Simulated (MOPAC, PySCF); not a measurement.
C₃H₅N, SMILES `C=C=NC`, neutral singlet in the gas phase. 

Cartesian coordinates (Å):
```xyz
9

C      1.9766     0.1833     0.0088
C      0.7542    -0.2372    -0.2011
N     -0.3461    -0.6873    -0.4367
C     -1.5925    -0.0859     0.0204
H      2.4479     0.8653    -0.6841
H      2.5295    -0.1503     0.8750
H     -2.2084     0.1413    -0.8499
H     -2.1303    -0.8172     0.6242
H     -1.4339     0.8246     0.6041
```
Charge 0, multiplicity 1.

All levels are single points at this geometry (B3LYP-D3(BJ)/def2-TZVP); Pople sets use spherical d functions. Orbital energies aren't observables, and empty levels follow the basis.

```
level                            HOMO (eV)  LUMO (eV)  gap (eV)  dipole (D)  vertical IE, Delta-SCF (eV)
-------------------------------  ---------  ---------  --------  ----------  ---------------------------
B3LYP-D3(BJ)/def2-TZVP in PySCF      -6.39      -0.07      6.31        1.41                         8.85
PBE-D3(BJ)/def2-TZVP in PySCF        -5.42      -0.90      4.52        1.37                         8.75
B3LYP/3-21G in PySCF                 -5.82       0.45      6.27        1.70                            –
B3LYP/6-311+G** in PySCF             -6.41      -0.15      6.27        1.50                            –
B3LYP/6-31G* in PySCF                -6.00       0.32      6.33        1.46                         8.62
BP86/6-31G* in PySCF                 -5.13      -0.63      4.50        1.44                            –
M06-2X/6-31G* in PySCF               -7.47       1.57      9.05        1.53                            –
PBE/6-31G* in PySCF                  -5.02      -0.54      4.49        1.43                         8.53
HF/STO-3G in PySCF                   -7.13       8.26     15.39        1.55                            –
AM1 in MOPAC                         -9.26       0.97     10.22        1.65                            –
PM3 in MOPAC                         -9.04       0.93      9.96        1.48                            –
PM6 in MOPAC                         -9.23       0.69      9.93        2.08                            –
PM7 in MOPAC                         -9.40       0.62     10.02        2.15                            –
```
